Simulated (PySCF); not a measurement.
**Working out the ionisation energy of Pd**

Pd [Kr] 4d10 (1S) → Pd+ [Kr] 4d9 (2D). All numbers are calculated (PySCF 2.14, scalar relativity through the core potential, in def2-SVP with the def2 core potential (28 electrons) (5s3p2d1f, 31 functions)). Frozen: 4s2 4p6. Energies in hartree (1 hartree = 27.21139 eV):

```json
{"part": "UHF", "Pd (lower)": "-127.000351", "Pd+ (upper)": "-126.769919"}
{"part": "MP2 opposite-spin", "Pd (lower)": "-0.139600", "Pd+ (upper)": "-0.101118"}
{"part": "MP2 same-spin", "Pd (lower)": "-0.083420", "Pd+ (upper)": "-0.062274"}
```

Problem. What does Hartree-Fock give?

Solution. (-126.769919) − (-127.000351) = 0.230432 hartree = 6.270 eV.

Problem. What do MP2 and SCS-MP2 (6/5 opposite-spin, 1/3 same-spin) give?

Solution. The opposite-spin parts differ by 1.047 eV and the same-spin parts by 0.575 eV. MP2: 6.270 + (1.047) + (0.575) = 7.892 eV. SCS-MP2: 6.270 + 1.2 × (1.047) + (0.575)/3 = 7.718 eV.

Measured between the centres of the two terms (NIST): 8.512 eV, so MP2 (valence) is off by -0.620 eV.

A double-zeta basis recovers only part of the correlation energy.

What remains against the reference includes basis incompleteness, the frozen core and correlation beyond second order.
